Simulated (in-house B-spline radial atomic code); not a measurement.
Results of a calculation; reference values are marked as such.
## Ghost states of the separable form: Sn

Sn, [Kr] 4d10 5s2 5p2, non-relativistic PBE, spherical and spin-unpolarised, from a B-spline radial code for spherical atoms (atomic units; all potentials screened as in the neutral atom).

Troullier-Martins channels: 5s (ε = -0.3605, r_c = 2.185 bohr), 5p (ε = -0.1385, r_c = 2.625 bohr), 4d (ε = -1.0024, r_c = 0.888 bohr). In the Kleinman-Bylander form one channel serves as the local potential, and each other channel l becomes |δV u><u δV|/<u|δV|u>, with δV = V_l − V_local and u the pseudo-orbital. Its strength is E_KB = <u|δV²|u>/<u|δV|u>. By the analysis of Gonze, Stumpf and Scheffler a spurious state lies below the reference level ε if E_KB > 0 and ε is above the second level of the local potential alone, or if E_KB < 0 and ε is above its first. The table's levels are those of angular momentum l in a sphere of 9 bohr, whose wall can lift a shallow ε a little above its free-atom value.

| local | channel | <u δV u> | <u δV² u> | ε | first local level | second local level |
| --- | --- | --- | --- | --- | --- | --- |
| p | s | -0.033899 | 0.060681 | -0.3605 | -0.3432 | 0.0401 |
| p | d | -5.9369 | 55.831 | -1.0024 | 0.0656 | 0.2840 |
| s | p | 0.018798 | 0.023567 | -0.1375 | -0.1617 | 0.1131 |
| s | d | -6.7738 | 73.592 | -1.0024 | 0.0608 | 0.2724 |
| d | p | 0.16949 | 0.62747 | -0.1375 | -5.5347 | -0.4132 |
| d | s | 0.39584 | 2.3244 | -0.3605 | -11.9515 | -2.4462 |

(1) Apply the rule to each row.

Diagonalising the separable Hamiltonian gives:

```
local  channel       three lowest levels  all-electron, two lowest valence levels
    p        s   -0.3605, 0.0400, 0.3433                          -0.3605, 0.0429
    p        d   -1.0024, 0.0836, 0.3331                          -1.0024, 0.0787
    s        p   -0.1375, 0.1234, 0.4780                          -0.1375, 0.1236
    s        d   -1.0024, 0.0821, 0.3278                          -1.0024, 0.0787
    d        p  -3.1457, -0.1375, 0.1233                          -0.1375, 0.1236
    d        s  -9.5633, -0.3605, 0.0419                          -0.3605, 0.0429
```

(2) Which choices of local channel are safe?

Results:

(1) Local p, channel s: E_KB = -1.79, so ε = -0.3605 is set against -0.3432: no ghost. Local p, channel d: E_KB = -9.4, so ε = -1.0024 is set against 0.0656: no ghost. Local s, channel p: E_KB = +1.25, so ε = -0.1375 is set against 0.1131: no ghost. Local s, channel d: E_KB = -10.9, so ε = -1.0024 is set against 0.0608: no ghost. Local d, channel p: E_KB = +3.7, so ε = -0.1375 is set against -0.4132: a ghost. Local d, channel s: E_KB = +5.87, so ε = -0.3605 is set against -2.4462: a ghost.

(2) Free of ghosts: s, p. With d local the p channel has a ghost 3.01 hartree below ε, since the local potential binds more than one state below ε, and a repulsive term of rank one raises each level at most to the next, so it clears only one of them. With d local the s channel has a ghost 9.20 hartree below ε, since the local potential binds more than one state below ε, and a repulsive term of rank one raises each level at most to the next, so it clears only one of them. Among the safe choices the second level, which tests transfer, is off by at most 3.4 millihartree (s local), 4.9 millihartree (p local).
